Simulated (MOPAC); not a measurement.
MOPAC input (PM6):

```
PM6 FORCE THERMO(298,298) PRECISE LET CHARGE=-1 GEO-OK AUX(PRECISION=9) THREADS=1
H2BO3

O    -1.25216894 1   -0.77767573 1   -0.05642846 1
B    -0.18801473 1   -0.11676609 1   -0.00849463 1
O    -0.10120683 1    1.32773078 1    0.04950175 1
O     1.14697261 1   -0.67824543 1   -0.00243177 1
H     0.75143222 1    1.68324008 1    0.08609493 1
H     1.84371224 1   -0.07149872 1    0.03116762 1
```

### Question
Which zero-point energy does it print?

### Answer
17.21 kcal/mol, from the harmonic wavenumbers of PM6.
